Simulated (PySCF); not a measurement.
# Single point on CoI

State: ³Σ⁻ (triplet), unpaired electrons π ↑↑, a second solution, started from another occupation.

An equivalent input (the run itself took its basis sets from the Basis Set Exchange, started from a PBE0 density and held the occupation σ 11α 11β, πx 6α 5β, πy 6α 5β, δx 2α 2β, δy 2α 2β):

```python
from pyscf import gto, dft
mol = gto.M(atom='Co 0 0 0; I 0 0 2.45', basis={'Co': 'def2-TZVPP', 'I': 'def2-TZVPP'}, ecp={'I': 'def2-TZVPP'},
            charge=0, spin=2, verbose=4, symmetry='C2v')
mf = dft.UKS(mol, xc='PBE0')
mf.grids.atom_grid = (80, 434)
mf.grids.prune = dft.gen_grid.treutler_prune
mf.irrep_nelec = {'A1': (13, 13), 'A2': (2, 2), 'B1': (6, 5), 'B2': (6, 5)}
mf.conv_tol = 1e-9
mf.max_cycle = 60
mf.diis_space = 10
mf.kernel()
```

The log (some set-up lines and the per-cycle HOMO/LUMO lines removed):

```
******** <class 'pyscf.dft.uks_symm.SymAdaptedUKS'> ********
method = SymAdaptedUKS
damping factor = 0
level_shift factor = 0
DIIS = <class 'pyscf.scf.diis.CDIIS'>
diis_start_cycle = 1
diis_space = 10
diis_damp = 0
SCF conv_tol = 1e-09
SCF conv_tol_grad = None
SCF max_cycles = 60
number electrons alpha = 27  beta = 25
Set gradient conv threshold to 3.16228e-05
init E= -1680.27290769966
cycle= 1 E= -1680.28103785196  delta_E= -0.00813  |g|= 0.0138  |ddm|= 0.0458
cycle= 2 E= -1680.28100045516  delta_E= 3.74e-05  |g|= 0.0239  |ddm|= 0.0346
cycle= 3 E= -1680.28113043761  delta_E= -0.00013  |g|= 0.00713  |ddm|= 0.0129
cycle= 4 E= -1680.28114304177  delta_E= -1.26e-05  |g|= 0.00156  |ddm|= 0.00485
cycle= 5 E= -1680.28114396735  delta_E= -9.26e-07  |g|= 0.000284  |ddm|= 0.00151
cycle= 6 E= -1680.28114405162  delta_E= -8.43e-08  |g|= 0.000244  |ddm|= 0.000692
cycle= 7 E= -1680.28114408501  delta_E= -3.34e-08  |g|= 5.78e-05  |ddm|= 0.000334
cycle= 8 E= -1680.28114408819  delta_E= -3.18e-09  |g|= 1.31e-05  |ddm|= 0.000136
cycle= 9 E= -1680.28114408844  delta_E= -2.52e-10  |g|= 4.65e-06  |ddm|= 3.44e-05
Extra cycle  E= -1680.28114408851  delta_E= -7.19e-11  |g|= 4.11e-06  |ddm|= 1.67e-05
converged SCF energy = -1680.28114408851  <S^2> = 2.0128054  2S+1 = 3.0085248
```

Repeating this along the bond gives Re = 2.423 Å and ωe = 250 cm⁻¹.

A point of this curve took 5.3 CPU seconds beside 1.5 for the integrals, on Arm Neoverse V2 (shared host).

Spin–orbit coupling is left out.
